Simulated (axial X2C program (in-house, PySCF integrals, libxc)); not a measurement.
Worked dissociation energy of TeN: CCSD(T), 2c

Calculated with an axial X2C code built on PySCF integrals. Two-component (2c) means X2C with spin–orbit coupling and atomic mean-field two-electron Coulomb and Gaunt terms. Basis: Te dyall-cv3z [11s12p8d4f1g], N dyall-av3z [7s7p3d2f] (cores contracted in-house); Gaussian nuclei, density fitting, unrestricted open shells. Masses: Te 129.906 u, N 14.003 u.

Molecular state: Ω = 1/2 (⟨Sz⟩ = -0.50, ⟨Lz⟩ = 1.00 at HF).

Correlated methods: 11 electrons correlated (number of frozen shells: Te 4 s, 3 p, 2 d; N 1 s), 247 virtual spin orbitals or spinors in MP2, 90 natural virtuals in coupled cluster.

* E(Te) (2M_J = 4): -6788.210389 hartree
* E(N) (2M_J = 3): -54.548957 hartree
* E(TeN) at Re: -6842.842966 hartree
* ωe: 770.8 cm⁻¹

Problem. Work out De and D0.

Solution. De = -6788.210389 + (-54.548957) − (-6842.842966) = 0.08362 hartree = 2.275 eV. The zero-point energy is ωe/2 = 385 cm⁻¹ = 0.048 eV, so D0 = 2.228 eV.

The state is a single determinant with fixed occupations, the lowest that a limited PBE0 search found. Dissociation energies refer to the lowest single-determinant-based atoms at the same level and basis. Coupled cluster ran in a truncated set of natural virtual spinors; the MP2 energy of the rest was added. (T) has no such correction and the atoms are truncated less, which lowers De at CCSD(T) by a hundredth of an eV or more. The determinant is spin-polarised beyond a pure state at some levels (its spin-free form has ⟨S²⟩ too high), which makes Re and μ there less reliable. The T1 diagnostic is large, a sign of multireference character. With the outer-core shells frozen, correlated bond lengths of heavy atoms tend to come out a few hundredths of an ångström too long.

Each atomic determinant is the lowest at this level and need not be a pure J level. Totals compare only within one Hamiltonian and basis.
